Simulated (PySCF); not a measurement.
Method: PBE-D3(BJ)/def2-TZVP // TPSS-D3(BJ)/def2-SVP (PySCF). Gas-phase values, no solvent. 

Reference species: [Mo(Cl)4(F)2] (neutral, multiplicity 1).

```
Item                                    Value
-------------------------------------  ------
dipole moment                          1.11 D
charge on the central atom (Mulliken)  1.07 e
```

Changed species: [Mo(Cl)(F)5] (5 of 6 Cl replaced by F; the reference has 2 of 6 Cl replaced by F).

Question: Predict the effect on the dipole moment and charge on the central atom (Mulliken).

Answer: the dipole moment falls by 0.15 D, to 0.96 D; the charge on the central atom (Mulliken) rises by 0.56 e, to 1.63 e.
